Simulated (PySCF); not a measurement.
C4H9KO, SMILES CC(C)(C)[O][K]. The structure is a stationary point at B3LYP-D3(BJ)/def2-SVP. The isomer is the one that the SMILES or the coordinates give; other isomers of the formula were not compared.

Computed equilibrium geometry at B3LYP-D3(BJ)/def2-SVP (PySCF confirms it by a frequency run) as bond lengths and angles, and its point group:
point group C3v.
Atoms: K1 O2 C3 C4 C5 C6 H7 H8 H9 H10 H11 H12 H13 H14 H15. Bonded distances (Å): K1–O2 2.237, O2–C3 1.372, C3–C4 1.548, C3–C5 1.548, C3–C6 1.548, C4–H7 1.104, C4–H8 1.103, C4–H9 1.103, C5–H10 1.103, C5–H11 1.104, C5–H12 1.103, C6–H13 1.103, C6–H14 1.103, C6–H15 1.104. Angles (°): K1–O2–C3 180.0, O2–C3–C4 110.3, O2–C3–C5 110.3, O2–C3–C6 110.3, C4–C3–C5 108.6, C4–C3–C6 108.6, C5–C3–C6 108.6, C3–C4–H7 113.2, C3–C4–H8 109.4, C3–C4–H9 109.4, H7–C4–H8 108.4, H7–C4–H9 108.4, H8–C4–H9 107.8, C3–C5–H10 109.4, C3–C5–H11 113.2, C3–C5–H12 109.4, H10–C5–H11 108.4, H10–C5–H12 107.8, H11–C5–H12 108.4, C3–C6–H13 109.4, C3–C6–H14 109.4, C3–C6–H15 113.2, H13–C6–H14 107.8, H13–C6–H15 108.4, H14–C6–H15 108.4.
Charge 0, spin multiplicity 1.
